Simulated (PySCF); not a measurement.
## Two-component Hartree-Fock for P (phosphorus, neutral)

Start: [Ne] 3s2 3p3; 3p3/2 filled at m_j = -1/2, +1/2, +3/2. Calculated with PySCF 2.14 in x2c-TZVPall-2c: generalised Hartree-Fock with the X2C-1e Hamiltonian and a Gaussian nucleus; one run each with spin-orbit coupling (SO) switched off, then screened by Boettger's factors. This is a chosen level, not necessarily the ground level.

| spinor shell | electrons | ε, spin-free (eV) | ε, screened SO (eV) | weight of nominal j (screened SO) | rms radius, screened SO (bohr) |
| --- | --- | --- | --- | --- | --- |
| 1s1/2 | 2 | -2182.0 | -2182.0 | 1.000 | 0.120 |
| 2s1/2 | 2 | -205.33 | -205.33 | 1.000 | 0.560 |
| 2p1/2 | 2 | -146.89 | -147.80 | 0.819 | 0.538 |
| 2p3/2 | 4 | -146.89 | -146.44 | 0.909 | 0.540 |
| 3s1/2 | 2 | -19.003 | -19.003 | 1.000 | 2.08 |
| 3p3/2 | 3 | -10.631 | -10.631 | 0.662 | 2.52 |

```
   quantity   spin-free  screened SO
E (hartree)  -341.52597   -341.52641
        M_J         3/2          3/2
       ⟨J²⟩       3.750        3.750
       ⟨L²⟩       0.000        0.000
       ⟨S²⟩       3.750        3.750
```

Each row is a mean over spinors that exchange with the open shell spreads, by up to 7.598 eV (3s1/2).

Rows whose weight is well below 1 are mixtures of j = l ± 1/2: exchange outweighs spin-orbit coupling there, and the label is only the starting occupation.

Without spin-orbit coupling the j labels of p, d and f shells carry no meaning; the spin-free column gives the mean over the occupied spinors of each nl shell.
